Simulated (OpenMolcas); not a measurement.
**d2 ions of charge +4 down a group on the Ge site of Cs2GeF6**

| Item | Value |
| --- | --- |
| Program | OpenMolcas |
| Method | CASSCF |
| Spin-orbit coupling | RASSI with atomic mean-field integrals over the reference wave functions |

The d shell is active. Each dopant is a cluster with its nearest anions in model potentials and point charges, with no relaxation. Distances were set from a Shannon-type radius of the metal (high-spin where two are listed) plus a fixed donor radius (F 1.31 Å), in hosts weighted 0.65 to 0.35 with the host's distance in the model lattice. Ligand basis ANO-RCC-VDZP, DKH2 Hamiltonian. States (labels of O, the rotations of Oh). Energies in cm-1 above the lowest state or level, χT in cm3 K/mol; under a threefold ground state the first gap can be a small split of the lowest multiplet, not the spin-orbit step; 10Dq and B are least-squares fits to the states below 45000 cm-1, weighted by degeneracy, with a free offset, and given where the rms deviation is under 5 % of |10Dq| (or 100 cm-1) and under 700 cm-1. Spin-only χT is S(S+1) / 2 for the spin of the ground state.

| Ion | Shell | R (Å) | Metal basis | Ground state | First state of that spin | 10Dq | B (rms of fit) | First gap with spin-orbit (degeneracies) | χT at 300 K | First state of another spin | Spin-only χT |
| --- | --- | --- | --- | --- | --- | --- | --- | --- | --- | --- | --- |
| Cr4+ | 3d2 | 1.84 | ANO-RCC-VTZP | 3T1 | 3T2 18524 | 19902 | 1035 (361) | 6.9 (2, 3) | 0.729 | 1T2 15030 | 1.000 |
| Mo4+ | 4d2 | 1.905 | ANO-RCC-VTZP | 3T1 | 3T2 33987 | 35717 | 727 (7) | 23.2 (2, 3) | 0.404 | 1T2 10277 | 1.000 |
| W4+ | 5d2 | 1.912 | ANO-RCC-VTZP | 3T1 | 3T2 40111 |  |  | 202.0 (2, 3) | 0.164 | 1T2 9722 | 1.000 |

|10Dq| changes by a factor of 35717 / 19902 = 1.79 from Cr4+ to Mo4+.

B goes from 1035 cm-1 (Cr4+) to 727 cm-1 (Mo4+).

χT departs most from the spin-only value for W4+, by -0.836 cm3 K/mol.

An orbital triplet at a regular site is open to Jahn-Teller coupling, which can distort the site and quench the lowest spin-orbit gaps and is left out. Without dynamic correlation the repulsion within the d shell is too large (B by tens of per cent), so at a given field states of lower spin stand too high. Ligand-to-metal charge-transfer states are missing. With no ligand orbital active B as a rule stays too high, so bands that hang on it stand too high and its fall with covalency is understated. The least metal-like active orbital is 81 % on the metal (Löwdin) and no ligand orbital is active, so the numbers are rough (holds for Cr4+). With metal d orbitals alone and no dynamic correlation 10Dq can be off by a tenth to a fifth, either way, in oxide and fluoride hosts (holds for Cr4+). The least metal-like active orbital is 78 % on the metal (Löwdin) and no ligand orbital is active, so the numbers are rough (holds for Mo4+). With metal d orbitals alone the field can be off either way by tens of per cent (holds for Mo4+; W4+). The least metal-like active orbital is 75 % on the metal (Löwdin) and no ligand orbital is active, so the numbers are rough (holds for W4+). No measured value stands beside these numbers; the geometry was set by hand and not optimised.
